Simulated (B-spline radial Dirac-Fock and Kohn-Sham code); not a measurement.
Tm 4f7/2: cross section and angular parameters

System: atomic thulium, configuration [Xe] 4f13 6s2; threshold 8.93 eV (orbital energy of the model). The computed values come from a radial finite-basis atomic code: Dirac-Hartree-Slater photoionisation with a Latter tail; cross sections with all multipoles, angular parameters from the dipole term and its interference with E2.

Input of the calculation (task.json; shells as n, l, electrons):

```json
{"items": [{
  "Z": 69,
  "q": 0,
  "cfg": [[1, 0, 2], [2, 0, 2], [2, 1, 6], [3, 0, 2], [3, 1, 6], [3, 2, 10], [4, 0, 2], [4, 1, 6], [4, 2, 10], [4, 3, 13], [5, 0, 2], [5, 1, 6], [6, 0, 2]],
  "A": 169,
  "rrms": 5.2256,
  "do": "xps",
  "hv": [56.5, 72.3, 99.8, 100, 112.0, 136.0, 200, 213.0, 368.0, 522.0, 600, 640.0, 1000, 1010.0, 1300.0, 1430.0, 1470.0, 2000, 2440.0, 2920.0, 2984.4, 2990.0, 3110.0, 3680.0, 5360.0, 5970.0, 6160.0, 12000, 12200.0, 15000],
  "edges": {"K": 59390.0, "L1": 10116.0, "L2": 9617.0, "L3": 8648.0, "M1": 2307.0, "M2": 2090.0, "M3": 1885.0, "M4": 1515.0, "M5": 1468.0, "N1": 470.9, "N2": 385.9, "N3": 332.6, "N4": 175.5, "N5": 175.5}
}]}
```

Run with: `python xray2_run.py task.json out`

For linearly polarised light dσ/dΩ = σ/(4π) [1 + β P₂(cos θ) + (δ + γ cos²θ) sin θ cos φ], with θ from the polarisation vector and φ the angle between the beam and the projection of the electron momentum on the plane normal to the polarisation.

```tsv
hν (eV)	σ (kb)	β	γ	δ
56.5	3230	0.577	0.007	0.010
72.3	3870	0.442	0.006	0.012
99.8	4310	0.353	0.006	0.015
100	4310	0.353	0.006	0.015
112	4320	0.343	0.006	0.016
136	4190	0.349	0.007	0.018
200	3400	0.434	0.010	0.022
213	3220	0.455	0.011	0.023
368	1530	0.689	0.025	0.032
522	739	0.844	0.050	0.042
600	527	0.899	0.067	0.047
640	446	0.922	0.077	0.049
1000	126	1.036	0.191	0.071
1010	122	1.037	0.194	0.072
1300	55.0	1.060	0.299	0.088
1430	40.1	1.060	0.345	0.095
1470	36.6	1.060	0.359	0.098
2000	12.6	1.031	0.532	0.126
2440	6.12	0.993	0.654	0.150
2920	3.13	0.950	0.766	0.175
2984.4	2.88	0.944	0.780	0.178
2990	2.86	0.944	0.781	0.178
3110	2.46	0.933	0.806	0.185
3680	1.28	0.886	0.911	0.214
5360	?	?	?	?
5970	0.180	0.740	1.207	0.329
6160	0.158	0.731	1.226	0.338
12000	0.00863	0.538	1.564	0.592
12200	0.00801	0.533	1.570	0.600
15000	0.00312	0.477	1.644	0.706
```

Problem. Give the values at 5360 eV.

Solution. σ = 0.282 kb, β = 0.773, γ = 1.143, δ = 0.299.
